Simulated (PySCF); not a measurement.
# How methods differ on the ionisation energy of Ca²⁺

Ca²⁺ [Ar] (1S) → Ca³⁺ [Ne] 3s2 3p5 (2P), as a difference of total energies. All numbers are calculated (PySCF 2.14, the spin-free X2C one-electron Hamiltonian (Gaussian nucleus), in an uncontracted even-tempered set (21 s from 0.054 bohr⁻², ratio 2.5; 14 p from 0.071 bohr⁻², ratio 2.5; 5 d from 1.5 bohr⁻², ratio 2.7; 5 f from 2.3 bohr⁻², ratio 2.7)). Correlated levels: outer shells: 1s2 frozen; virtual orbitals above 40 to 60 times the deepest correlated orbital energy dropped. The calculations carry no spin-orbit coupling.

```
                method  ionisation energy (eV)
                   UHF                  49.718
                   LDA                  51.106
                   PBE                  50.819
                  PBE0                  50.895
                r2SCAN                  50.994
                  BLYP                  50.682
                M06-2X                  50.922
    MP2 (outer shells)                  50.541
SCS-MP2 (outer shells)                  50.444
```

Task: How much does correlation contribute at MP2 (outer shells)?

Result: 50.541 − (49.718) = 0.823 eV, measured against UHF.

A first-order spin-orbit estimate (lowest level to lowest level, LS coupling) adds -0.123 eV.

For comparison: 50.913 eV (measured; NIST Atomic Spectra Database, ionization energies).
